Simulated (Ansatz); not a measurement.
Reaction (hydrogenolysis of a C–Si bond): `[SiH3][CH2][InH2]` + H₂ → `[CH3][InH2]` + SiH₄

Program: Ansatz. Geometries: PBE0-D4/def2-TZVP. ΔE: electronic, gas phase. CCSD(T)/CBS is the MP2 limit (def2-TZVPP, def2-QZVPP) plus CCSD(T) − MP2 in def2-TZVPP, frozen cores. This one scheme is used for every species. DFT in def2-TZVPP. Elements past krypton have def2 core potentials. For In outer-core shells are correlated without core-valence functions, which leaves a few kJ/mol of doubt a bond.

```tsv
level	ΔE (kJ/mol)
r2SCAN0-D4	-11.6
BLYP	-26.5
LC-ωPBE	-17.8
MP2/def2-TZVPP	-5.2
```

Problem. What does CCSD(T)/CBS give? (An estimate is asked.)

Solution. The calculation gave: -7.3 kJ/mol. The listed levels differ from it by -4.3, -19.2, -10.5, 2.1 kJ/mol.

Largest T1 diagnostic among the species: 0.013.

In def2-TZVPP, CCSD(T) changes the Hartree–Fock value by +24.2 kJ/mol (the triples alone add +4.8 kJ/mol) and MP2 by +31.5 kJ/mol. The D4 term adds +10.7 kJ/mol with B3LYP and +5.8 kJ/mol with PBE0; it sums over pairs of atoms, weighted by their polarisabilities, and B3LYP, whose exchange is more repulsive, gets the larger term.

B3LYP here is the variant with VWN-RPA as its local correlation; programs differ in this.
